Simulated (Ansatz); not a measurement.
Input file for Ansatz (a program for electronic structure): R-CCSD(T)/def2-TZVPP on BH2IO2 (SMILES OB(O)I), a point of a torsion scan. Elements past Kr take the def2 small-core potentials; no spin–orbit coupling. The run froze 12 orbitals, filled d shells among them.

Ansatz 0.2 input:
```yaml
crystal:
  periodic: [false, false, false]
  atoms:
    - {symbol: O, position_ang: [0.16437683, 1.34826469, -0.17332668]}
    - {symbol: B, position_ang: [0.01139439, 0.02275216, -0.11544802]}
    - {symbol: O, position_ang: [-0.96002742, -0.55090828, 0.59386604]}
    - {symbol: I, position_ang: [1.49831175, -1.18162129, -1.10173386]}
    - {symbol: H, position_ang: [0.25249928, 1.89853636, 0.59828376]}
    - {symbol: H, position_ang: [-1.06904772, -1.50151142, 0.60405803]}
basis:
  gaussian:
    orbitals: def2-TZVPP
magnetization: {spin_polarized: false}
correlation: {method: ccsd_t, electrons: outside_noble_gas}
scf: {lower_state_search: off}
```

Program output:

```
WARN ansatz: RAYON_NUM_THREADS=1 ignored (pool sized by the plan → 1); use --threads N
Functional definition: HF
these checks for a lower state are left out or cut short: stability, starts, cluster_reference, orbital_swaps, neighbouring_geometries, increment
integrals: 0.51 GiB planned
1248 factors; integrals over basis functions are off by at most 1.1e-3 eV
mean field: 0.51 GiB planned
mean field evaluation 1: about -12852.4081 eV, gradient 4.5e1 eV
mean field evaluation 2: about -12852.5232 eV, gradient 4.5e1 eV
mean field evaluation 4: about -12855.9839 eV, gradient 2.7e0 eV
mean field evaluation 8: about -12856.0203 eV, gradient 2.1e-1 eV
mean field -12856.02052416 eV, -472.4500401393 hartree, gradient 1.8e-6 eV, S^2 0.000000; 0 other end points of the search recorded, 0 dependent functions left out
12 core orbitals not correlated
reference -12856.02052416 eV, -472.4500401393 hartree; 12, 12 occupied and 147, 147 virtual orbitals, 1248 factors
second order -19.27816615 eV of doubles, -0.00000000 eV of singles
coupled cluster: 1.46 GiB planned
cycle   1  -19.31615581 eV  change   -3.8e-2 eV  update   9.3e-2
cycle   2  -19.72708247 eV  change   -4.1e-1 eV  update   2.6e-2
cycle   3  -19.81706589 eV  change   -9.0e-2 eV  update   1.4e-2
cycle   4  -19.80422401 eV  change    1.3e-2 eV  update   3.3e-3
cycle   5  -19.80344846 eV  change    7.8e-4 eV  update   1.4e-3
cycle   6  -19.80399243 eV  change   -5.4e-4 eV  update   4.3e-4
cycle   7  -19.80372382 eV  change    2.7e-4 eV  update   1.5e-4
cycle   8  -19.80368273 eV  change    4.1e-5 eV  update   5.0e-5
cycle   9  -19.80370792 eV  change   -2.5e-5 eV  update   2.1e-5
perturbative correction -0.76223287 eV, -0.0280115415 hartree
Total energy: -12876.58646496 eV, -473.2058245235 hartree
Checks for a lower state left out: stability, starts, cluster_reference, orbital_swaps, neighbouring_geometries, increment
```

Self-consistency was reached.

Cost: around 70 core-seconds (rough).
